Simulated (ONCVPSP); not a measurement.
## Logarithmic derivatives: fluorine (F), ONCV

fluorine (F), optimised norm-conserving Vanderbilt (ONCV), made with ONCVPSP 4.0.1 (PBE, scalar-relativistic). Core [He], reference 2s2 2p5. Waves: 2s: rc 0.80 bohr, ncon 3, nbas 7, qcut 8.2 1/bohr, 2 projectors, debl 3.6 Ha; 2p: rc 1.00 bohr, ncon 4, nbas 7, qcut 13.2 1/bohr, 1 projector. Local part: polynomial inside 0.75 bohr (lpopt 5, dvloc0 4 Ha). Core correction: polynomial model core, fcfact 0.35.

The phase is arctan(r·R′/R) of the radial function R(r), unwrapped; energies in Ha, scanned from -3 to 5 Ha. A pole is an energy at which the radial function vanishes at the test radius. The pseudo phase is shifted by a multiple of π to meet the all-electron one at the reference energy, and phase errors are pseudo minus all-electron; the curves can meet again beyond the range given. Levels narrower than the energy grid can be missing from the lists of poles.

```
channel  radius (bohr)  reference energy (Ha)  poles, all-electron  poles, pseudo  unbroken range about the reference energy with phases within 0.05 rad  phase error 1 Ha above the reference energy (rad)
      s           0.81                  -1.10                 none           none                                                        the whole range                                             +0.000
      p           1.01                  -0.41                 2.07           2.12                                                        the whole range                                             +0.001
```

Phases in the p channel:

```
E (Ha)  all-electron  pseudo
 -2.98         0.688   0.692
 -2.76         0.607   0.611
 -2.54         0.510   0.514
 -2.32         0.393   0.398
 -2.10         0.255   0.259
 -1.88         0.094   0.099
 -1.66        -0.084  -0.081
 -1.44        -0.272  -0.270
 -1.22        -0.458  -0.456
 -1.00        -0.630  -0.629
 -0.78        -0.782  -0.782
 -0.56        -0.912  -0.912
 -0.34        -1.022  -1.022
 -0.12        -1.114  -1.114
  0.10        -1.192  -1.192
  0.32        -1.258  -1.257
  0.54        -1.315  -1.314
  0.76        -1.365  -1.363
  0.98        -1.408  -1.406
  1.20        -1.447  -1.444
  1.42        -1.482  -1.479
  1.64        -1.514  -1.510
  1.86        -1.544  -1.539
  2.08        -1.573  -1.566
  2.30        -1.599  -1.592
  2.52        -1.625  -1.616
  2.74        -1.650  -1.640
  2.96        -1.674  -1.663
  3.18        -1.699  -1.685
  3.40        -1.723  -1.708
  3.62        -1.748  -1.730
  3.84        -1.774  -1.753
  4.06        -1.802  -1.777
  4.28        -1.830  -1.801
  4.50        -1.861  -1.827
  4.72        -1.894  -1.854
  4.94        -1.931  -1.883
```
